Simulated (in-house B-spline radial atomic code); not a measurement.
Configurations of the magnesium ion Mg³⁺, with energies counted from [He] 2s2 (2p1/2)2 (2p3/2)3. Level of theory: Dirac-Hartree-Fock, average of each configuration as written, Fermi nucleus of rms radius 3.057 fm; calculated with a B-spline radial code for spherical atoms. Energies include first-order Breit, QED and recoil terms.

Occupations are held fixed; configurations that lie above the ionisation limit could autoionise.

```tsv
configuration	E - E(ref) (eV)	highest orbital	its <r> (bohr)
[He] 2s2 (2p1/2)2 (2p3/2)2 3s1	69.144	3s1/2	2.035
[He] 2s1 (2p1/2)1 (2p3/2)4 (4d5/2)1	134	4d5/2	4.985
[He] 2s1 (2p1/2)1 (2p3/2)4 (5p3/2)1	137.68	5p3/2	7.584
[He] 2s1 (2p1/2)1 (2p3/2)4 (5g7/2)1	139.43	5g7/2	6.875
[He] 2s1 (2p1/2)2 (2p3/2)3 (6d5/2)1	141.64	6d5/2	12.38
```

(1) Order these further configurations by energy, lowest first.
A. [He] 2s2 (2p3/2)4 (6g7/2)1
B. [He] 2s2 (2p1/2)2 (2p3/2)2 (4f5/2)1
C. [He] 2s2 (2p3/2)4 5s1
D. [He] 2s2 (2p1/2)1 (2p3/2)4
E. [He] 2s2 (2p1/2)2 (2p3/2)2 (6f5/2)1

(2) How far above the reference does [He] 2s1 (2p1/2)1 (2p3/2)4 (6g7/2)1 lie?

Results:

(1) D (0.2722 eV), B (96.492 eV), C (100.37 eV), E (104.06 eV), A (105.96 eV).

(2) 142.09 eV; its least bound orbital is 6g7/2 with <r> = 11 bohr.
